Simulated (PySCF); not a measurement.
A mixed set of molecules.

All values: CAM-B3LYP/def2-SVPD (PySCF) at PBE0-D3(BJ)/def2-SVP geometries, gas phase, one conformer each. Core orbitals are frozen in the response; Δα² is half the sum of the squared differences of the principal polarisabilities. The calculation is non-relativistic, for germanium and bromine too.

Problem. Rank by dipole moment, lowest first.
A. `FC(CC#CC)(F)F`
B. `[F:1][C:2]([F:3])([F:4])[C:5]([F:6])([F:7])[GeH2:8][O:9][SiH3:10]` with C2–C5–Ge8–O9 47°, C5–Ge8–O9–Si10 74°
C. `C[S+](C)[B-](Br)(Br)Br`
D. `[N:1]#[C:2][CH2:3][CH2:4][O:5][GeH3:6]` with C2–C3–C4–O5 179°, C3–C4–O5–Ge6 177°

Solution. B (2.06 D), A (2.58 D), D (4.39 D), C (6.29 D).

Problem. Rank by polarisability anisotropy Δα, highest first.
A. `[N:1]#[C:2][CH2:3][CH2:4][O:5][GeH3:6]` with C2–C3–C4–O5 179°, C3–C4–O5–Ge6 177°
B. `C[S+](C)[B-](Br)(Br)Br`
C. `CC#CCC(F)(F)F`
D. `[H]/[N:1]=[CH:2]\[SiH2:3][Br:4]` with N1–C2–Si3–Br4 1°

Solution. C (5.46 Å³), A (4.63 Å³), D (3.23 Å³), B (2.13 Å³).

Problem. Rank by HOMO–LUMO gap, lowest first.
A. `FC(F)(F)[C](F)(F)[GeH2][O][SiH3]`
B. `[H]/N=C\[SiH2]Br`
C. `Br[B-](Br)([S+](C)C)Br`
D. `C(C(F)(F)F)C#CC`

Solution. B (8.92 eV), C (9.15 eV), D (10.18 eV), A (10.40 eV).

All values together:

| SMILES | formula | μ (D) | HOMO (eV) | LUMO (eV) | α (Å³) | Δα (Å³) | electrons | α per electron (Å³) | ΔSCF removal energy (eV) |
| --- | --- | --- | --- | --- | --- | --- | --- | --- | --- |
| FC(F)(F)[C](F)(F)[GeH2][O][SiH3] | C2H5F5GeOSi | 2.06 | -10.15 | 0.25 | 12.77 | 1.99 | 116 | 0.110 | 10.89 |
| N#CCC[O][GeH3] | C3H7GeNO | 4.39 | -9.76 | 0.57 | 11.08 | 4.63 | 72 | 0.154 | 10.55 |
| C[S+](C)[B-](Br)(Br)Br | C2H6BBr3S | 6.29 | -8.74 | 0.41 | 18.33 | 2.13 | 144 | 0.127 | – |
| [H]/N=C\[SiH2]Br | CH4BrNSi | 2.15 | -9.05 | -0.13 | 9.94 | 3.23 | 66 | 0.151 | 9.96 |
| CC#CCC(F)(F)F | C5H5F3 | 2.58 | -9.08 | 1.11 | 9.30 | 5.46 | 62 | 0.150 | 10.06 |

Conformers: `[F:1][C:2]([F:3])([F:4])[C:5]([F:6])([F:7])[GeH2:8][O:9][SiH3:10]` with C2–C5–Ge8–O9 47°, C5–Ge8–O9–Si10 74°; `[N:1]#[C:2][CH2:3][CH2:4][O:5][GeH3:6]` with C2–C3–C4–O5 179°, C3–C4–O5–Ge6 177°; `[H]/[N:1]=[CH:2]\[SiH2:3][Br:4]` with N1–C2–Si3–Br4 1°.

A dash marks a removal energy that wasn't run or isn't settled.
